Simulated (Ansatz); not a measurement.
Cost and result for the atomization energy of C$_{2}$H$_{6}$GeOS, SMILES `[CH3][GeH2][O]C=S` (11 atoms, 10 bonds).

```xyz
11

C     1.756   -0.417    0.624
Ge    0.311    0.762    0.118
O    -0.764   -0.254   -0.953
C    -2.066   -0.341   -0.793
S    -3.049   -1.217   -1.729
H     1.369   -1.253    1.206
H     2.244   -0.801   -0.271
H     2.491    0.124    1.223
H     0.748    1.940   -0.762
H    -0.580    1.220    1.286
H    -2.462    0.237    0.051
```

Charge 0, multiplicity 1. Correlated methods include outer-core shells of Ge, which these sets cover unevenly. Scalar relativity is left out up to krypton. The geometry is a stationary point of PBE0-D4/def2-TZVP. It is one conformer, not always the lowest. Program: Ansatz. All runs use 4 threads of an Arm Neoverse V2 on a shared host. Times are those of one run each, without the atoms' runs, and a repeat can differ threefold. Electronic energies, without spin–orbit coupling; frozen cores. CCSD(T)/CBS adds CCSD(T) − MP2 in def2-TZVPP to the MP2 limit, and its time is that of the two runs behind it. T1 = 0.015. With those shells the extrapolation isn't a true limit. B3LYP takes the VWN-RPA correlation (the form of Gaussian; ORCA's B3LYP/G).

CCSD(T)/CBS is a level of theory with its own doubt, some kJ/mol a heavy atom from the limit and from the frozen cores, so smaller differences don't rank the functionals.

```csv
level,functions,atomization (kcal/mol),difference from CCSD(T)/CBS,per bond
PBE-D4/def2-TZVPP (with forces),267,953.1,19.4,1.9
CCSD(T)/CBS(def2),–,933.7,0.0,0.0
B3LYP-D4/def2-TZVPP (with forces),267,929.4,-4.3,-0.4
ωB97M-V/def2-TZVPP (with forces),267,932.8,-0.9,-0.1
CCSD(T)/def2-TZVPP,267,911.1,-22.6,-2.3
r2SCAN-D4/def2-TZVPP (with forces),267,937.9,4.2,0.4
B2PLYP/def2-TZVPP,267,921.7,-12.0,-1.2
PBE0-D4/def2-TZVPP,267,932.4,-1.3,-0.1
ωB97X-V/def2-TZVPP,267,935.7,2.0,0.2
MP2/def2-QZVPP,510,939.1,5.4,0.5
```

Problem. Order the runs by time, with rough figures. (An estimate is asked.)

Solution. Computed: PBE-D4/def2-TZVPP (with forces) 2.5 s; PBE0-D4/def2-TZVPP 3.3 s; r2SCAN-D4/def2-TZVPP (with forces) 4.8 s; B3LYP-D4/def2-TZVPP (with forces) 5.5 s; B2PLYP/def2-TZVPP 6 s; ωB97X-V/def2-TZVPP 8.5 s; ωB97M-V/def2-TZVPP (with forces) 12 s; MP2/def2-QZVPP 26 s; CCSD(T)/def2-TZVPP 4.4 min; CCSD(T)/CBS(def2) 4.8 min.

From PBE to PBE0 (25 % exact exchange), in def2-TZVPP and without D4, the atomization energy moves by −19.9 kcal/mol: exact exchange takes away binding that semilocal exchange gives to molecules. In def2-TZVPP, CCSD(T) changes the Hartree–Fock value by +253.5 kcal/mol (the triples alone add +17.5 kcal/mol) and MP2 by +268.3 kcal/mol; breaking electron pairs costs correlation energy, which Hartree–Fock lacks. The D4 term adds +8.8 kcal/mol with B3LYP and +4.7 kcal/mol with PBE0; it sums over pairs of atoms, weighted by their polarisabilities, and B3LYP, whose exchange is more repulsive, gets the larger term.
